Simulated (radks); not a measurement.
The numbers below are computed, except where a source is named.
Initial-state core-level shifts of neutral rhodium when its valence configuration changes from [Kr] 4d8 5s1. Level of theory: scalar-relativistic Kohn-Sham, r2SCAN, spin-unpolarised, spherical densities, finite nucleus; meta-GGA in the generalised Kohn-Sham scheme; Fermi nuclear charge, rms radius 4.4945 fm (a radial shooting solver on a logarithmic mesh with Libxc functionals). Shifts are changes of the shell-averaged eigenvalues in eV (positive: less bound); the change of the density at the nucleus, which sets a Mossbauer isomer shift, is in e/bohr^3, on a base of 1.237e+05.

| valence | 2s | 3s | 3p | 3d | density at nucleus |
|---|---|---|---|---|---|
| 4d6 5s1 5p2 | -11.806 | -11.684 | -11.685 | -11.719 | +12.07 |
| 4d7 5s2 | -4.139 | -4.090 | -4.091 | -4.106 | +21.35 |
| 4d8 5s0.5 5p0.5 | -0.932 | -0.943 | -0.943 | -0.941 | -7.08 |
| 4d9 | +3.519 | +3.506 | +3.507 | +3.517 | -15.90 |
| 4d5 5s2 5p2 | -16.879 | -16.596 | -16.597 | -16.661 | +42.36 |
| 4d7.5 5s1 5p0.5 | -2.887 | -2.877 | -2.877 | -2.882 | +2.59 |
| 4d6 5s2 5p1 | -10.382 | -10.248 | -10.249 | -10.284 | +31.19 |
| 4d8 5p1 | -1.748 | -1.771 | -1.771 | -1.766 | -14.63 |
| 4d7.5 5s1.5 | -1.997 | -1.978 | -1.979 | -1.985 | +9.90 |
